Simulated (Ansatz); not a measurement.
C6H11O (SMILES [CH2]C(=O)CC(C)C), doublet (typed; the unrestricted solution is spin-contaminated), at a GFN2-xTB geometry; CCSD(T)/STO-3G (Ansatz, a first-principles code).

Here is a job for Ansatz.
Ansatz 0.2 input:
```yaml
crystal:
  periodic: [false, false, false]
  atoms:
    - {symbol: C, position_ang: [2.20591404, -0.44031400, -0.45736849]}
    - {symbol: C, position_ang: [1.09196265, 0.41268942, -0.33583232]}
    - {symbol: O, position_ang: [0.74406726, 1.18356321, -1.23663528]}
    - {symbol: C, position_ang: [0.33877984, 0.38585523, 0.98522440]}
    - {symbol: C, position_ang: [-1.05395983, -0.24932639, 0.79482052]}
    - {symbol: C, position_ang: [-1.93197516, 0.63147546, -0.08384838]}
    - {symbol: C, position_ang: [-0.94128819, -1.65817365, 0.21568997]}
    - {symbol: H, position_ang: [2.84814120, -0.34666925, -1.31626420]}
    - {symbol: H, position_ang: [2.53069654, -1.06534200, 0.35393873]}
    - {symbol: H, position_ang: [0.20910406, 1.41361474, 1.32870449]}
    - {symbol: H, position_ang: [0.90023319, -0.17200020, 1.73410466]}
    - {symbol: H, position_ang: [-1.50758209, -0.31944056, 1.79155030]}
    - {symbol: H, position_ang: [-2.87003799, 0.13169946, -0.31408151]}
    - {symbol: H, position_ang: [-2.15062661, 1.57484584, 0.41159759]}
    - {symbol: H, position_ang: [-1.41826622, 0.85243457, -1.01942306]}
    - {symbol: H, position_ang: [-0.56382848, -1.62273750, -0.80360340]}
    - {symbol: H, position_ang: [-0.26927935, -2.27087201, 0.81307424]}
    - {symbol: H, position_ang: [-1.91769218, -2.13727504, 0.20137047]}
basis:
  gaussian:
    orbitals: STO-3G
magnetization: {spin_polarized: true, initial_magnetization: 1}
correlation: {method: ccsd_t}
```

What the program printed (banner, timings and long lists left out):

```
Functional definition: HF
655 factors; integrals over basis functions are off by at most 4.8e-5 eV
mean field evaluation 1: about -8283.5403 eV, gradient 2.6e1 eV
mean field evaluation 2: about -8283.9713 eV, gradient 2.6e1 eV
mean field evaluation 4: about -8289.3438 eV, gradient 4.0e0 eV
mean field evaluation 8: about -8290.1058 eV, gradient 2.3e-1 eV
mean field evaluation 16: about -8289.8915 eV, gradient 2.0e0 eV
mean field evaluation 32: about -8288.8927 eV, gradient 3.0e-5 eV
mean field evaluation 64: about -8288.6546 eV, gradient 2.4e-1 eV
mean field evaluation 96: about -8288.6656 eV, gradient 3.2e0 eV
mean field -8290.10779825 eV, -304.6558423487 hartree, gradient 3.8e-6 eV, S^2 1.055150; 5 other end points of the search recorded, 0 dependent functions left out
determinant -8290.10779825 eV, -304.6558423487 hartree, with singles and doubles -8301.82804079 eV, -305.0865533177 hartree
determinant -8288.89270835 eV, -304.6111886187 hartree, with singles and doubles -8300.79482890 eV, -305.0485834812 hartree
determinant -8288.86890310 eV, -304.6103137917 hartree, with singles and doubles -8300.78337260 eV, -305.0481624698 hartree
determinant -8288.68470958 eV, -304.6035448047 hartree, with singles and doubles -8300.91848411 eV, -305.0531277266 hartree
7 core orbitals not correlated
reference -8290.10779825 eV, -304.6558423487 hartree; 21, 20 occupied and 18, 19 virtual orbitals, 655 factors
second order -8.54420889 eV of doubles, -0.00000000 eV of singles
cycle   1  -11.72128107 eV  change   -1.0e-3 eV  update   2.5e-3
cycle   2  -11.72232679 eV  change   -1.0e-3 eV  update   1.8e-3
cycle   3  -11.72330218 eV  change   -9.8e-4 eV  update   1.2e-3
cycle   4  -11.72461525 eV  change   -1.3e-3 eV  update   7.1e-4
cycle   5  -11.72595155 eV  change   -1.3e-3 eV  update   3.0e-4
cycle   6  -11.72669021 eV  change   -7.4e-4 eV  update   1.9e-4
cycle   7  -11.72653084 eV  change    1.6e-4 eV  update   1.5e-4
cycle   8  -11.72599725 eV  change    5.3e-4 eV  update   1.2e-4
cycle   9  -11.72577849 eV  change    2.2e-4 eV  update   8.2e-5
cycle  10  -11.72597482 eV  change   -2.0e-4 eV  update   4.8e-5
cycle  11  -11.72612456 eV  change   -1.5e-4 eV  update   2.7e-5
cycle  12  -11.72616973 eV  change   -4.5e-5 eV  update   1.4e-5
perturbative correction -0.11983440 eV, -0.0044038331 hartree
Total energy: -8301.95380238 eV, -305.0911749710 hartree
```
